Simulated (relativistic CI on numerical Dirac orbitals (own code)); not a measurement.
**Radial parameters of Tm XVIII**

Computed by Dirac-Coulomb-Breit CI, separate exchange-only KLI orbitals for each configuration, a model potential for QED, unscaled Slater integrals (own radial code, finite nucleus).

Slater integrals F^k, G^k are unscaled and averaged over j, outside the closed core [Ar] 3d10 4p6 4d10; ζ comes from projecting the Hamiltonian with its Breit term on Σ l·s of the shell.

- 4s²4f⁶: F^2(4f,4f) = 180450, F^4(4f,4f) = 116100, F^6(4f,4f) = 84408, ζ(4f) = 3792.5 cm⁻¹; <r>(4f) = 0.5635, <r^2>(4f) = 0.3714 (bohr units).
- 4s²4f⁵5s: F^2(4f,4f) = 183180, F^4(4f,4f) = 117970, F^6(4f,4f) = 85798, ζ(4f) = 3935, G^3(4f,5s) = 31914 cm⁻¹; <r>(4f) = 0.5564, <r^2>(4f) = 0.362, <r>(5s) = 0.9716, <r^2>(5s) = 1.05 (bohr units).
- 4s²4f⁴5s²: F^2(4f,4f) = 186230, F^4(4f,4f) = 120060, F^6(4f,4f) = 87365, ζ(4f) = 4079.8 cm⁻¹; <r>(4f) = 0.5488, <r^2>(4f) = 0.3516 (bohr units).

Averages of the first 6 configurations, taken without configuration mixing, which lowers the lowest level and can move excited configurations by several eV; other configurations of the list can lie among them:

```json
{"Configuration": "4s²4f⁶", "Parity": "even", "States": "3003", "Average energy above the lowest level (eV)": "16.4"}
{"Configuration": "4s²4f⁵5s", "Parity": "odd", "States": "4004", "Average energy above the lowest level (eV)": "33.6"}
{"Configuration": "4s²4f⁴5s²", "Parity": "even", "States": "1001", "Average energy above the lowest level (eV)": "57.9"}
{"Configuration": "4s²4f⁵6s", "Parity": "odd", "States": "4004", "Average energy above the lowest level (eV)": "193.0"}
{"Configuration": "4s4f⁷", "Parity": "odd", "States": "6864", "Average energy above the lowest level (eV)": "497.7"}
{"Configuration": "4f⁸", "Parity": "even", "States": "3003", "Average energy above the lowest level (eV)": "981.2"}
```
